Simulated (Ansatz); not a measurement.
Geometry optimisation, RKS B3LYP-D4/def2-SVP in Ansatz.

input.yaml

```yaml
crystal:
  periodic: [false, false, false]
  atoms:
    - { symbol: Mg, position_ang: [-1.091682, -1.329807, -2.490502] }
    - { symbol: H, position_ang: [0.544372, -0.938434, -2.164086] }
    - { symbol: Cl, position_ang: [-3.135559, -1.928127, -3.067307] }
    - { symbol: H, position_ang: [0.544546, 0.006788, -0.490819] }
    - { symbol: O, position_ang: [-0.024906, 0.345467, 0.219985] }
    - { symbol: Si, position_ang: [0.653326, 0.843537, 1.664173] }
    - { symbol: H, position_ang: [1.584533, 1.995278, 1.468853] }
    - { symbol: H, position_ang: [1.408221, -0.257762, 2.334224] }
    - { symbol: H, position_ang: [-0.482951, 1.262961, 2.525579] }
basis:
  gaussian: { orbitals: def2-SVP }
hamiltonian:
  xc: b3lyp
  dispersion: d4
relax:
  f_tol: 0.03
  max_steps: 50
output:
  orbitals: {}
```

Command:

```bash
$ ansatz run input.yaml --threads 2 --pin off --max-ram 3072MiB --backend cpu --events-out ev --progress --plain --runs-dir out
```

Q: Where does it end, and by what steps?

A: It converged. The force dipped under the threshold on the way, but the program's further checks kept it going. After 30 steps the energy has fallen by 0.846 eV; Cl3 moved furthest, 3.03 Å. Joined: Mg1–O5 (3.36 → 2.06 Å).

```tsv
step	energy less start (eV)	largest force component (eV/Å)	accepted
0	0.0000	0.273	yes
2	-0.1612	0.419	yes
4	-0.4219	0.557	yes
6	-0.5191	0.595	yes
8	-0.6211	0.347	yes
10	-0.6654	0.166	yes
12	-0.7167	0.185	yes
14	-0.7595	0.145	yes
16	-0.7242	0.774	no
18	-0.7705	0.043	yes
20	-0.7719	0.039	yes
22	-0.7722	0.050	yes
24	-0.7785	0.216	yes
26	-0.7978	0.344	yes
28	-0.8216	0.553	yes
30	-0.8458	0.025	yes
```

```xyz
9
Properties=species:S:1:pos:R:3
Mg -0.434 -0.993 -1.706
H 0.377 -1.183 -3.186
Cl -2.140 -1.328 -0.264
H 1.469 0.537 -0.635
O 0.611 0.175 -0.373
Si 0.089 0.594 1.232
H 1.209 1.447 1.726
H -0.022 -0.629 2.053
H -1.160 1.380 1.152
```

Whether the end is a true minimum wasn't checked by a vibrational analysis.

Run time: 47 s on 2 threads of Intel(R) Xeon(R) 6975P-C (Granite Rapids), with other jobs on the host, peak memory 0.2 GiB.
